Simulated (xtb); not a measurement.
xtb input (GFN1-xTB):

```bash
xtb mol.xyz --gfn 1 --sp --chrg 1 --uhf 0
```
mol.xyz:
```
14

Si     1.11244616    -0.36281028     0.75260270
C      1.72931665     1.16064541    -0.08657419
N     -0.38632311    -0.97006705    -0.23265824
Si    -1.75342021     0.26720417    -0.55162347
H      2.01321848    -1.52421552     0.69576422
H      0.51524024    -0.16269947     2.08129264
H      1.01288258     1.98204168    -0.04046421
H      1.99040063     0.97522420    -1.13021476
H      2.63801195     1.49287963     0.42239799
H     -0.77690760    -1.77484951     0.26418403
H     -1.91168480     0.94587424     0.74125226
H     -1.20550610     1.12035274    -1.61280477
H     -2.90853619    -0.54256034    -0.95933160
H     -0.06512084    -1.34696509    -1.12773210
```

Output:

```
           -------------------------------------------------
          |                Calculation Setup                |
           -------------------------------------------------

           -------------------------------------------------
          |                 G F N 1 - x T B                 |
           -------------------------------------------------

        Reference                      10.1021/acs.jctc.7b00118
      * Hamiltonian:
        H0-scaling (s, p, d)           1.850000    2.250000    2.000000
        zeta-weighting                 0.000000
      * Dispersion:
        s8                             2.400000
        a1                             0.630000
        a2                             5.000000
        s9                             0.000000
      * Repulsion:
        kExp                           1.500000
        rExp                           1.000000
      * Coulomb:
        alpha                          2.000000
        third order                    atomic
        anisotropic                    false
      * Halogen bond correction:
        rad-scale                      1.300000
        damping                        0.440000

          ...................................................
          :                      SETUP                      :
          :.................................................:
          :  # basis functions                  48          :
          :  # atomic orbitals                  46          :
          :  # shells                           30          :
          :  # electrons                        26          :
          :  # halogen bonds                     0          :
          :  max. iterations                   250          :
          :  Hamiltonian                  GFN1-xTB          :
          :  restarted?                      false          :
          :  GBSA solvation                  false          :
          :  PC potential                    false          :
          :  electronic temp.          300.0000000     K    :
          :  accuracy                    1.0000000          :
          :  -> integral cutoff          0.2500000E+02      :
          :  -> integral neglect         0.1000000E-07      :
          :  -> SCF convergence          0.1000000E-05 Eh   :
          :  -> wf. convergence          0.2000000E-04 e    :
          :  Broyden damping             0.4000000          :
          :  net charge                          1          :
          :  unpaired electrons                  0          :
          ...................................................

 iter      E             dE          RMSdq      gap      omega  full diag
   1    -14.1354297 -0.141354E+02  0.635E+00    6.72       0.0  T
   2    -14.1872544 -0.518247E-01  0.363E+00    5.98       1.0  T
   3    -14.1878723 -0.617902E-03  0.694E-01    5.55       1.0  T
   4    -14.1897333 -0.186105E-02  0.196E-01    5.91       1.0  T
   5    -14.1900974 -0.364047E-03  0.545E-02    5.80       1.0  T
   6    -14.1901014 -0.400838E-05  0.148E-02    5.79       1.8  T
   7    -14.1901036 -0.224398E-05  0.446E-03    5.80       6.0  T
   8    -14.1901039 -0.293936E-06  0.206E-03    5.80      13.0  T
   9    -14.1901040 -0.471284E-07  0.622E-04    5.80      42.9  T
  10    -14.1901040 -0.651961E-08  0.176E-05    5.80    1520.9  T
  11    -14.1901040 -0.171951E-11  0.430E-06    5.80    6217.1  T

   *** convergence criteria satisfied after 11 iterations ***

         #    Occupation            Energy/Eh            Energy/eV
      -------------------------------------------------------------
         1        2.0000           -0.9675459             -26.3283
       ...           ...                  ...                  ...
         7        2.0000           -0.6780272             -18.4501
         8        2.0000           -0.6743648             -18.3504
         9        2.0000           -0.6613628             -17.9966
        10        2.0000           -0.6377269             -17.3534
        11        2.0000           -0.6359669             -17.3055
        12        2.0000           -0.6274587             -17.0740
        13        2.0000           -0.6117275             -16.6460 (HOMO)
        14                         -0.3985209             -10.8443 (LUMO)
        15                         -0.3799141             -10.3380
        16                         -0.3705777             -10.0839
        17                         -0.3586093              -9.7583
        18                         -0.3449812              -9.3874
       ...                                ...                  ...
        46                          1.3483338              36.6900
      -------------------------------------------------------------
                  HL-Gap            0.2132066 Eh            5.8016 eV
             Fermi-level           -0.5051242 Eh          -13.7451 eV

 SCC (total)                   0 d,  0 h,  0 min,  0.013 sec
 SCC setup                      ...        0 min,  0.000 sec (  0.763%)
 Dispersion                     ...        0 min,  0.000 sec (  0.364%)
 classical contributions        ...        0 min,  0.000 sec (  0.192%)
 integral evaluation            ...        0 min,  0.003 sec ( 24.311%)
 iterations                     ...        0 min,  0.003 sec ( 26.322%)
 molecular gradient             ...        0 min,  0.006 sec ( 47.068%)
 printout                       ...        0 min,  0.000 sec (  0.877%)

         :::::::::::::::::::::::::::::::::::::::::::::::::::::
         ::                     SUMMARY                     ::
         :::::::::::::::::::::::::::::::::::::::::::::::::::::
         :: total energy             -14.045027258682 Eh    ::
         :: gradient norm              0.026573565321 Eh/a0 ::
         :: HOMO-LUMO gap              5.801646180503 eV    ::
         ::.................................................::
         :: SCC energy               -14.190103978561 Eh    ::
         :: -> electrostatic           0.095500898306 Eh    ::
         :: repulsion energy           0.150340686659 Eh    ::
         :: dispersion energy         -0.005263966780 Eh    ::
         :: halogen bond corr.         0.000000000000 Eh    ::
         :: add. restraining           0.000000000000 Eh    ::
         :: total charge               1.000000000000 e     ::
         :::::::::::::::::::::::::::::::::::::::::::::::::::::

           -------------------------------------------------
          |                Property Printout                |
           -------------------------------------------------

    * Orbital Energies and Occupations

         #    Occupation            Energy/Eh            Energy/eV
      -------------------------------------------------------------
         1        2.0000           -0.9675459             -26.3283
         2        2.0000           -0.8131312             -22.1264
         3        2.0000           -0.8078920             -21.9839
         4        2.0000           -0.7648285             -20.8120
         5        2.0000           -0.7592584             -20.6605
         6        2.0000           -0.7056750             -19.2024
         7        2.0000           -0.6780272             -18.4501
         8        2.0000           -0.6743648             -18.3504
         9        2.0000           -0.6613628             -17.9966
        10        2.0000           -0.6377269             -17.3534
        11        2.0000           -0.6359669             -17.3055
        12        2.0000           -0.6274587             -17.0740
        13        2.0000           -0.6117275             -16.6460 (HOMO)
        14                         -0.3985209             -10.8443 (LUMO)
        15                         -0.3799141             -10.3380
Note: The following floating-point exceptions are signalling: IEEE_DENORMAL
normal termination of xtb
        16                         -0.3705777             -10.0839
        17                         -0.3586093              -9.7583
        18                         -0.3449812              -9.3874
        19                         -0.3207400              -8.7278
        20                         -0.2929436              -7.9714
        21                         -0.2827694              -7.6945
        22                         -0.2625839              -7.1453
        23                         -0.2399683              -6.5299
        24                         -0.2349487              -6.3933
       ...                                ...                  ...
        46                          1.3483338              36.6900
      -------------------------------------------------------------
                  HL-Gap            0.2132066 Eh            5.8016 eV
             Fermi-level           -0.5051242 Eh          -13.7451 eV

  Mulliken/CM5 charges         n(s)   n(p)   n(d)
     1Si    0.43325  0.21664   1.301  1.599  0.668
     2C    -0.19125 -0.29570   1.006  3.185  0.000
     3N    -0.37817 -0.80499   1.489  3.889  0.000
     4Si    0.46581  0.22538   1.334  1.623  0.577
     5H    -0.02981  0.05661   1.030  0.000  0.000
     6H    -0.02979  0.05736   1.030  0.000  0.000
     7H     0.08784  0.14392   0.912  0.000  0.000
     8H     0.08884  0.14439   0.911  0.000  0.000
     9H     0.10286  0.15819   0.897  0.000  0.000
    10H     0.26590  0.45982   0.734  0.000  0.000
    11H    -0.02586  0.06119   1.026  0.000  0.000
    12H    -0.03030  0.05659   1.030  0.000  0.000
    13H    -0.02206  0.06397   1.022  0.000  0.000
    14H     0.26275  0.45664   0.737  0.000  0.000

Wiberg/Mayer (AO) data.
largest (>0.10) Wiberg bond orders for each atom

 ---------------------------------------------------------------------------
     #   Z sym  total        # sym  WBO       # sym  WBO       # sym  WBO
 ---------------------------------------------------------------------------
     1  14 Si   4.086 --     2 C    1.137     5 H    0.918     6 H    0.915
                             3 N    0.757
     2   6 C    3.964 --     1 Si   1.137     8 H    0.914     7 H    0.911
                             9 H    0.910
     3   7 N    3.410 --    14 H    0.871    10 H    0.870     4 Si   0.842
                             1 Si   0.757
     4  14 Si   3.780 --    12 H    0.921    13 H    0.920    11 H    0.916
                             3 N    0.842
     5   1 H    0.993 --     1 Si   0.918
     6   1 H    0.992 --     1 Si   0.915
     7   1 H    0.990 --     2 C    0.911
     8   1 H    0.989 --     2 C    0.914
     9   1 H    0.987 --     2 C    0.910
    10   1 H    0.932 --     3 N    0.870
    11   1 H    0.992 --     4 Si   0.916
    12   1 H    0.992 --     4 Si   0.921
    13   1 H    0.993 --     4 Si   0.920
    14   1 H    0.935 --     3 N    0.871
 ---------------------------------------------------------------------------

Topologies differ in total number of bonds
Writing topology from bond orders to xtbtopo.mol

 dipole moment from electron density (au)
     X       Y       Z
  -0.2958  -0.9815  -0.5150  total (Debye):    2.916

           -------------------------------------------------
          | TOTAL ENERGY              -14.045027258682 Eh   |
          | GRADIENT NORM               0.026573565321 Eh/α |
          | HOMO-LUMO GAP               5.801646180503 eV   |
           -------------------------------------------------

------------------------------------------------------------------------
------------------------------------------------------------------------
 total:
 SCF:
```

It need not be the lowest isomer of its formula.
